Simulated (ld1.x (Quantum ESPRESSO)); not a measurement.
# Transferability test, RRKJ potential for beryllium (Be)

* Element: beryllium (Be)
* Generator: ld1.x (Quantum ESPRESSO) 7.5
* Type: norm-conserving RRKJ (Kleinman–Bylander form)
* Functional: PBE
* Relativity: non-relativistic
* Frozen core: none
* Valence charge: 4
* Reference configuration: 1s2 2s2 2p0
* Partial waves: 1s (bound): rc 0.50 bohr; 2p (bound, empty): rc 4.20 bohr
* Local potential: all-electron potential smoothed inside 0.85 bohr (lloc = -1)
* Core correction: none

Occupied shells without a wave of their own: 2s. They enter only through the test configuration that unscreens the potential.

Energies are relative to the spin-unpolarised reference configuration 1s2 2s2 2p0; without spin polarisation the order of configurations can differ from experiment.

Question: Give the all-electron excitation energy and the error of the potential for: 1s2 2s1 2p0; 1s2 2s0 2p0; 1s2 2s1.5 2p0; 1s2 2s0 2p1; 1s2 2s0 2p2; 1s2 2s1 2p1; 1s1 2s2 2p0.

Answer:

```
valence configuration  charge  ΔE all-electron (eV)  error AE − PS (meV)
          1s2 2s1 2p0      +1                 9.549                 +110
          1s2 2s0 2p0      +2                27.494                 +304
        1s2 2s1.5 2p0    +0.5                 3.760                  +46
          1s2 2s0 2p1      +1                13.456                  -25
          1s2 2s0 2p2       0                 7.247                  +37
          1s2 2s1 2p1       0                 3.610                  +48
          1s1 2s2 2p0      +1               128.261                  +44
```

The 2s level has no wave, so the channel is fitted at the deeper level alone: the likely source of the large errors.
